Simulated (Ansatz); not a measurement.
`CC[Si]O[SiH3]`, relaxed with RKS PBE0-D4/def2-TZVP in the Gaussian-basis code of Ansatz from a PBE-D4/def2-SVP geometry. The force threshold is 0.005 eV/Å; the program also tests the step.

Charge 0, multiplicity 1.

Start:

```xyz
13

C     1.500    0.119    0.699
C     0.629   -1.133    0.899
Si   -0.077   -1.919   -0.726
O    -0.991   -0.630   -1.328
Si   -1.652    0.907   -1.148
H     0.944    0.940    0.201
H     2.390   -0.095    0.071
H     1.874    0.524    1.662
H    -0.248   -0.896    1.549
H     1.201   -1.923    1.436
H    -1.797    1.275    0.306
H    -0.765    1.911   -1.829
H    -3.009    0.920   -1.791
```

Task: How much energy does the relaxation release, and in how many steps? (An estimate is asked.)

Result: Ansatz gave: 8.85 kJ/mol, in 11 steps.

Task: Which bonds change most? (An estimate is asked.)

Result: Computed: Si3–O4 from 1.691 to 1.651 Å; O4–Si5 from 1.682 to 1.643 Å; C2–Si3 from 1.938 to 1.908 Å; Si5–H11 from 1.507 to 1.488 Å.

Task: Give the relaxed structure. (Best estimate.)

Result: The calculation gave: 
```xyz
13

C     1.518    0.103    0.694
C     0.587   -1.096    0.894
Si   -0.013   -1.828   -0.763
O    -0.954   -0.597   -1.332
Si   -1.652    0.876   -1.131
H     1.012    0.933    0.195
H     2.389   -0.156    0.084
H     1.896    0.484    1.647
H    -0.286   -0.803    1.492
H     1.102   -1.884    1.454
H    -1.775    1.215    0.312
H    -0.820    1.906   -1.803
H    -3.004    0.847   -1.742
```
